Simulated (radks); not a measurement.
Problem. The table gives one normalised radial function P(r) = r R(r) of Cr in [Ar] 3d5 4s1 (r in bohr). Calculated with a radial shooting solver on a logarithmic mesh with Libxc functionals: scalar-relativistic Kohn-Sham, PBE, spin-polarised, spherical densities, finite nucleus; open shells are filled with parallel spins first; Fermi nuclear charge, rms radius 3.6452 fm.

r,P
0.007564,0.0085
0.01009,0.0145
0.01346,0.0245
0.01795,0.0409
0.02394,0.0673
0.03192,0.1082
0.04258,0.1687
0.05679,0.2525
0.07514,0.3544
0.1002,0.4657
0.1337,0.5494
0.1783,0.5475
0.2378,0.3939
0.3171,0.0553
0.423,-0.4151
0.5642,-0.8602
0.7465,-1.0843
0.9956,-1.0043
1.328,-0.7018
1.771,-0.3705
2.362,-0.1436
3.151,-0.0376
4.202,-0.0059
5.605,-0.0005
7.416,0.0000
9.891,0.0000
13.19,0.0000
17.59,0.0000

Which n and l does it have? It may be an empty orbital.

Solution. n = 3, l = 1: the number of nodes gives n - l - 1 = 1, the rise at small r (about r^(l+1)) gives l, and the extent must fit the shell. The curve is that of 3p down; the table hardly tells the two spins apart. 3p down: eigenvalue -41.882 eV, 1 radial node at r = 0.329 bohr, <r> = 0.969 bohr, 90 % of the charge inside 1.50 bohr.
